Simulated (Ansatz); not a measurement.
Reactions of `CCSS[SiH3]`.

Calculated with Ansatz (gas phase, PBE0-D4/def2-TZVP geometries, no zero-point term in ΔE). CCSD(T)/CBS adds triple-zeta CCSD(T) − MP2 to the extrapolated MP2 energy (def2 sets, frozen cores). This one scheme is used for every species. Functionals use def2-TZVPP. Elements past krypton have def2 core potentials. For Br, Sn outer-core shells are correlated without core-valence functions, which leaves a few kJ/mol of doubt a bond. Scalar relativity is left out up to krypton. One conformer a species, not always the lowest.

```csv
reaction,ωB97M-V (kJ/mol),PBE0-D4 (kJ/mol),HF/CBS(def2) (kJ/mol),CCSD(T)/CBS(def2) (kJ/mol)
`CCSS[SiH3]` + `OB(O)Br` → `OB(Br)O[SiH3]` + `CCSS`,-33,-22,-55,-32
`CCSS[SiH3]` + `CC(C)Cl` → `CC(C)(C)Cl` + `CSS[SiH3]`,-7,-3,-2,-7
`CCSS[SiH3]` + `[AlH2][SH]` → `[AlH2][S][SiH3]` + `CCSS`,-3,-2,-8,-2
`CCSS[SiH3]` + `[CH3][Al]([OH])[SiH3]` → `[CH3][Al]([SiH3])[O][SiH3]` + `CCSS`,-50,-41,-81,-49
`CCSS[SiH3]` + `BNB` → `BN(B)CC` + `[SiH3]SS`,36,39,31,37
`CCSS[SiH3]` + `[NH2][SnH2][OH]` → `[OH][SnH2][NH][SiH3]` + `CCSS`,-7,1,-22,-7
`CCSS[SiH3]` + SiH₄ → `CC[SiH3]` + `[SiH3]SS`,-19,-17,-26,-16
`CCSS[SiH3]` + `C1CNC1` → `CN1CCC1` + `CSS[SiH3]`,16,16,12,17
`CCSS[SiH3]` + `C=C=C(O)Cl` → `C=C=C(Cl)O[SiH3]` + `CCSS`,-26,-16,-45,-25
`CCSS[SiH3]` + `[OH][AlH][CH2]F` → `F[CH2][AlH][O][SiH3]` + `CCSS`,-49,-39,-79,-47
```

Largest T1 diagnostic: 0.013, for `[NH2][SnH2][OH]`.
